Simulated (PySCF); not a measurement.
**Ionisation energy of Ho²⁵⁺ by level of theory**

Ho²⁵⁺ [Kr] 4d6 (5D) → Ho²⁶⁺ [Kr] 4d5 (6S), as a difference of total energies. All numbers are calculated (PySCF 2.14, the spin-free X2C one-electron Hamiltonian (Gaussian nucleus), in an uncontracted even-tempered set (19 s from 1.8 bohr⁻², ratio 2.5; 14 p from 2.3 bohr⁻², ratio 2.5; 9 d from 2.3 bohr⁻², ratio 2.5; 4 f from 11 bohr⁻², ratio 2.7; 3 g from 17 bohr⁻², ratio 2.7)). The calculations carry no spin-orbit coupling.

| method | ionisation energy (eV) |
| --- | --- |
| UHF | 883.16 |
| PW91 | 886.22 |
| BLYP | 885.65 |

Spin-orbit coupling is strong in these open shells (close to jj coupling). The scalar numbers leave it out and a first-order estimate fails, so it can dominate the gap to the real levels.

Breit and QED terms and the two-electron picture change are absent.

For comparison: 885 ± 4 eV (theoretical estimate listed by NIST; NIST Atomic Spectra Database, ionization energies).
